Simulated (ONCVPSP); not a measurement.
## Cutoff test, Pb (Z = 82), ONCV

- Element: lead
- Generator: ONCVPSP 4.0.1
- Type: optimised norm-conserving Vanderbilt (ONCV)
- Functional: PBE
- Relativity: scalar-relativistic
- Frozen core: [Xe] 4f14
- Valence charge: 14
- Reference configuration: 5d10 6s2 6p1 (charge +1)
- Partial waves: 6s: rc 1.75 bohr, ncon 4, nbas 7, qcut 3.3 1/bohr, local; 6p: rc 2.35 bohr, ncon 4, nbas 8, qcut 4.1 1/bohr, 3 projectors, debl 3.1 Ha; 5d: rc 1.75 bohr, ncon 3, nbas 7, qcut 7.7 1/bohr, 3 projectors, debl 0.8 Ha
- Local potential: the s channel
- Core correction: Teter function, fcfact 6, rcfact 1.4

In the d channel the program set the typed energies aside and used -1.060, 0.250, 1.050 Ha.

Q: For each optimised wave give the share of its norm inside rc, the residual kinetic energy above qcut (Ha) and the cutoffs (Ha) for errors of 10, 1, 0.1 and 0.01 mHa per electron.

A:

```csv
wave,norm inside rc,residual KE,10 mHa,1 mHa,0.1 mHa,0.01 mHa
6s,0.258,3.3e-03,4.4,15.3,38.6,56.7
6p,0.293,1.7e-05,3.2,5.7,7.3,9.8
p projector 2,0.091,7.3e-04,6.8,8.4,19.3,46.8
p projector 3,0.102,1.2e-01,13.9,38.8,61.8,73.2
5d,0.833,5.9e-06,18.6,22.7,26.0,29.6
d projector 2,0.080,2.7e-06,15.9,21.0,24.9,28.0
d projector 3,0.061,4.1e-06,16.2,21.4,25.3,28.7
```

The occupied waves need 23 Ha and 39 Ha for 1 and 0.1 mHa.
